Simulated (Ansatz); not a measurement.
Reaction (homolysis of the O–Si bond): `O[SiH2][S][GeH3]` → `[OH]`• + `[SiH2][S][GeH3]`•

Computed with Ansatz on PBE0-D4/def2-TZVP structures; ΔE is electronic, products minus reactants. CCSD(T)/CBS adds triple-zeta CCSD(T) − MP2 to the extrapolated MP2 energy (def2 sets, frozen cores). This one scheme is used for every species. DFT in def2-TZVPP. Open shells (•) are unrestricted, without spin–orbit coupling. For Ge outer-core shells are correlated without core-valence functions, which leaves a few kJ/mol of doubt a bond. Scalar relativity is left out up to krypton. Each species was taken in one conformer, which may not be the lowest.

| level | ΔE (eV) |
| --- | --- |
| B2PLYP | 5.44 |
| MP2/def2-TZVPP | 5.81 |
| CCSD(T)/def2-TZVPP | 5.46 |
| MP2/def2-QZVPP | 5.91 |

What does CCSD(T)/CBS give? (Best estimate.)

Computed: +5.63 eV. The listed levels differ from it by -0.19, 0.18, -0.17, 0.28 eV.

Largest T1 diagnostic among the species: 0.014.

From PBE to PBE0 (25 % exact exchange), in def2-TZVPP and without D4, ΔE moves by −0.06 eV: exact exchange takes away binding that semilocal exchange gives to molecules. The D4 term adds +0.07 eV with B3LYP and +0.04 eV with PBE0; it sums over pairs of atoms, weighted by their polarisabilities, and B3LYP, whose exchange is more repulsive, gets the larger term. In def2-TZVPP, CCSD(T) changes the Hartree–Fock value by +1.32 eV (the triples alone add +0.09 eV) and MP2 by +1.67 eV; breaking electron pairs costs correlation energy, which Hartree–Fock lacks.

B3LYP here is the variant with VWN-RPA as its local correlation; programs differ in this.
